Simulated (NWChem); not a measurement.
System: SnH2, singlet; SMILES [SnH2]

Input file for NWChem:

```
start job
memory heap 200 mb stack 900 mb global 1100 mb
geometry units angstroms noautosym nocenter noautoz
  Sn     0.000000     0.000000     0.019422
  H      0.000000    -1.261879    -1.237156
  H      0.000000     1.261879    -1.237156
end
basis spherical bse
  Sn library x2c-svpall-s
  H library x2c-svpall-s
end
relativistic
  zora on
  zora:cutoff 1d-30
end
dft
  xc xpbe96 cpbe96
  grid fine
  iterations 150
end
property
  shielding 2 1 2
end
task dft property
```

Low-valent species are run as closed-shell singlets; no triplet was tried in these runs. Geometry: optimised at PBE0/def2-SVP (def2 core potentials past Kr).

GIAO values for the isolated, static molecule; σ is the absolute isotropic shielding, δ = σ(reference) − σ with the isolated reference molecule computed at the same levels (1H: tetramethylsilane). Spin-orbit effects, on the heavy nuclei and on their neighbours, are missing.

Atoms are numbered as in the input.

Q: What results follow from this input? (PBE/x2c-SVPall-s, scalar ZORA without spin-orbit coupling, GIAO.) Quantities: σ Sn1 (ppm); δ H2 (ppm).

A: 
```json
{
 "σ Sn1 (ppm)": "-362.2",
 "δ H2 (ppm)": "12.33"
}
```
